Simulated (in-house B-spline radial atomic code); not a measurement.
# Binding energies in Zn X (Zn9+)

NIST's tabulated ground configuration is [Ar] 3d3; each binding energy is the energy of the ion with one electron taken from that subshell, relaxed, less that of the parent. Method: Dirac-Hartree-Fock, average of configuration, Fermi nucleus of rms radius 3.9283 fm. Calculated with an all-electron radial atomic-structure program (B-spline basis). Energies include first-order Breit, QED and recoil terms.

```csv
subshell,X-ray name,binding energy (eV),-ε (eV),relaxation (eV)
2s,L1,1463,1476.4,11.9
2p1/2,L2,1308.3,1323.4,13.7
2p3/2,L3,1284.9,1299.3,13.4
3s,M1,368.9,370.9,1.7
3p1/2,M2,315.1,317.1,1.8
3p3/2,M3,311.3,313.2,1.7
3d,"M4,5",235,236.9,1.9
```

Relaxation = -ε minus the binding energy without Breit, QED and recoil terms.

Emission lines follow as differences of binding energies, with λ = 12398.42 eV·Å / E:

```csv
line,holes,energy (eV),wavelength (Å)
L1-M3,2s → 3p3/2,1151.7,10.765
L3-M1,2p3/2 → 3s,916.0,13.535
```

Problem. What does it cost to remove two 3p3/2 electrons?

Solution. 656.63 eV, which is 33.99 eV more than the two single binding energies together.

Problem. What does it cost to remove both a 3s and a 3p1/2 electron?

Solution. 715.38 eV, which is 31.34 eV more than the two single binding energies together.
